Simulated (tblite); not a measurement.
C₆H₈NO (doublet state).
SMILES with atom numbers: `[O:1]=[CH:2][NH:3][C@H:4]1[CH2:5][C@@:6]12[CH:7][CH2:8]2` (hydrogens: H9 on C2; H10 on N3; H11 on C4; H12, H13 on C5; H14 on C7; H15, H16 on C8)

Structure used (GFN2-xTB), in Å, numbered top down from 1:
```xyz
16
C6H8NO angstrom
O      2.7007    1.6835   -0.0662
C      2.5889    0.5937    0.4361
N      1.5562   -0.2518    0.2434
C      0.4324    0.0908   -0.5596
C     -0.3987   -0.9888   -1.1967
C     -0.9606   -0.1937   -0.0634
C     -1.6469   -0.3780    1.1659
C     -2.2104    0.5958    0.2047
H      3.3498    0.1625    1.1128
H      1.5212   -1.1338    0.7304
H      0.6080    1.0179   -1.0916
H     -0.7886   -0.8171   -2.1888
H     -0.1280   -2.0171   -1.0008
H     -1.3880   -0.3440    2.1999
H     -2.1347    1.6607    0.4007
H     -3.1089    0.3283   -0.3381
```

Method: GFN2-xTB as coded in tblite; computed harmonic values from a numerical Hessian at the method's own geometry, unscaled. Errors from tens to a few hundred cm⁻¹ against measured bands are possible. One conformer, not necessarily the lowest. Open shells enter through the occupations alone, without spin polarisation, and single modes of such species can be off by tens of per cent.

Harmonic wavenumbers (cm⁻¹): 39.7, 137.2, 151.2, 228.4, 281.2, 312.8, 387.3, 460.1, 515.0, 544.4, 685.8, 713.1, 827.9, 860.9, 895.2, 920.5, 925.5, 981.5, 1005.5, 1026.7, 1037.5, 1048.6, 1062.0, 1101.2, 1124.9, 1184.6, 1210.4, 1264.3, 1381.9, 1421.0, 1423.2, 1441.2, 1582.5, 1761.1, 2774.2, 3003.2, 3032.4, 3052.7, 3070.7, 3090.5, 3176.0, 3452.0.

A = 4519, B = 1210, C = 1138 MHz; mass 110.061 u (most abundant isotopes); point group C1, symmetry number 1; spin multiplicity 2.

Task: What is the zero-point energy?

Result: Half the sum of the wavenumbers: 27298 cm⁻¹ = 326.56 kJ/mol.

Task: Entropy at 200 K, 1 bar (ideal gas, RRHO, classical rotation)?

Result: Translation 159.19, rotation 113.58, vibration 54.25, spin (R ln 2) 5.76: S = 332.8 J/(mol K).

Task: And Cp and H(200 K) − H(0)?

Result: Cp = 96.85 J/(mol K), of which vibrations give 63.59 (their classical limit is 42 R = 349.2); H(200 K) − H(0) = 12.66 kJ/mol without the zero-point energy, 6.01 from vibrations.

Task: Blend soft modes into free rotors: weight 1/[1 + (100 cm⁻¹/ν̃)⁴] for the oscillator and the rest for a rotor with moment μB/(μ + B), μ = h/(8π²ν), B = 10⁻⁴⁴ kg m². What vibrational entropy results?

Result: 50.01 J/(mol K) in place of 54.25, which changes −T·S at 200 K by +0.85 kJ/mol.

Task: Which modes carry the vibrational entropy at 200 K?

Result: 39.7 cm⁻¹: 18.76; 137.2 cm⁻¹: 8.75; 151.2 cm⁻¹: 8.01; 228.4 cm⁻¹: 5.06; 281.2 cm⁻¹: 3.74; 312.8 cm⁻¹: 3.13 J/(mol K); the other 36 give 6.78 together.

Task: How do the functions run with temperature in this model?

Result: 
```tsv
T (K)	S (J/(mol K))	Cp (J/(mol K))	H − H(0) (kJ/mol)	G − H(0) (kJ/mol)	ln q(vib)
50	241.6	46.2	1.95	-10.13	0.42
100	278.8	63.2	4.68	-23.20	1.18
298.15	378.3	134.2	23.97	-88.82	4.73
373.15	411.5	162.5	35.12	-118.44	6.18
500	465.0	203.2	58.42	-174.07	8.71
750	558.6	257.3	116.57	-302.35	13.70
1000	637.6	291.3	185.45	-452.14	18.44
```

q(vib) and H(0) count from the zero-point level.

Task: What must be added to the electronic energy to get the Gibbs energy at 200 K and 1 bar?

Result: ZPE + [H(200 K) − H(0)] − T·S = 326.56 + 12.66 − 66.56 = 272.66 kJ/mol.

Hindered rotation and anharmonicity are outside this model. Other conformers, if any are populated, would add a mixing term that is left out. The structure is chiral; the term R ln 2 for an equal mix with its mirror image is left out.

The run took 0.37 s wall on Arm Neoverse V2, one thread, no GPU, shared host. This covers the Hessian and the dipole derivatives.
